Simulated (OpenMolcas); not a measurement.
Ni2+, Pd2+, Pt2+: d⁸ down the group

```
Program             : OpenMolcas 26.06
Method              : MS-CASPT2, IPEA 0.25 Eh, imaginary shift 0.1 Eh
Basis               : ANO-R2
Scalar Hamiltonian  : X2C, finite nucleus
Spin-orbit coupling : state interaction with AMFI integrals over the reference wave functions, term energies averaged over their components
```

Active space for each ion: 8 electrons in 6 orbitals (d s); closed shells correlated by CASPT2: Ni2+ 3s 3p; Pd2+ 4s 4p; Pt2+ 5s 5p.

Computed levels in cm-1 above ³F₄:

| Level | Ni2+ | Pd2+ | Pt2+ |
| --- | --- | --- | --- |
| ³F₃ | 1454 | 3320 | 10340 |
| ³P₁ | 17120 | 13400 | 16820 |
| ³P₀ | 17390 | 13640 | 14990 |
| ¹G₄ | 22910 | 18070 | 21900 |
| weight of ³F in the lowest level (%) | 100 | 99 | 95 |

Measured, with the error of the calculation in %. Measured levels: Ni2+ from Corliss and Sugar, J. Phys. Chem. Ref. Data 10, 197 (1981); Pd2+ from Moore, Atomic Energy Levels, vol. III, NSRDS-NBS 35 (1971 reprint of NBS Circular 467, 1958); Pt2+ from NIST levels as listed in McCann et al., Mon. Not. R. Astron. Soc. 538, 537 (2025).

```csv
Level,Ni2+,Pd2+,Pt2+
³F₃,1361 (+6.9),3230 (+2.7),9752 (+6.1)
³P₁,16978 (+0.8),13470 (-0.6),16782 (+0.2)
³P₀,17231 (+0.9),13699 (-0.4),14939 (+0.3)
¹G₄,23109 (-0.9),17880 (+1.1),21331 (+2.7)
```

The fine-structure level ³F₃ changes by a factor of 7.11 from Ni2+ to Pt2+.

Without spin-orbit coupling ³P lies 15660, 10080, 6720 cm-1 above ³F in that order; the difference to the level ³P₁, of either sign, comes from spin-orbit coupling, which also lowers the zero.

Term energies are means over components that CASPT2 splits; among the terms shown or strongly mixed into the levels shown the widest spread is 2100 cm-1 (3d⁸ ¹G, Ni2+). Terms from blocks run as CI alone lack orbitals of their own. Measured partners are found by configuration, term and J. A level has none where our copy of the source lacks it or the pairing is in doubt (some pairs that miss far off the trend of their configuration count as doubtful), and it then counts in no deviation. Only configurations of the active space appear.
